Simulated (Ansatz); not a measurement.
Mulliken charges of CH5FNOTa, SMILES `[CH3][Ta]([NH2])(=[O])[F]` from ωB97M-V/def2-TZVPP in Ansatz (PBE0-D4/def2-TZVP geometry).

```csv
atom,x (Å),y (Å),z (Å),charge (e)
C1,-1.086,-0.038,1.132,-0.551
Ta2,0.203,0.669,-0.450,1.014
N3,1.292,-0.866,-1.023,-0.392
O4,1.278,1.767,0.313,-0.402
F5,-0.876,1.467,-1.782,-0.336
H6,-1.694,0.795,1.503,0.134
H7,-0.509,-0.425,1.976,0.137
H8,-1.761,-0.827,0.785,0.118
H9,2.282,-0.967,-0.856,0.151
H10,0.955,-1.628,-1.596,0.128
```

By hand: the dipole of these point charges (1 e Å = 4.8032 D).

Σ q r = (0.041, -0.568, 0.025) e Å, of length 0.570 e Å = 2.74 D.

How does the dipole of the full density compare? (An estimate is asked.)

The calculation gave: (-0.056, -0.747, -0.210) e Å, 3.74 D; the point charges give 0.73 times that, at 20° from its direction.

Point charges leave out the atoms' own dipoles, such as those of lone pairs, and Mulliken's split depends on the basis, so the two needn't agree.
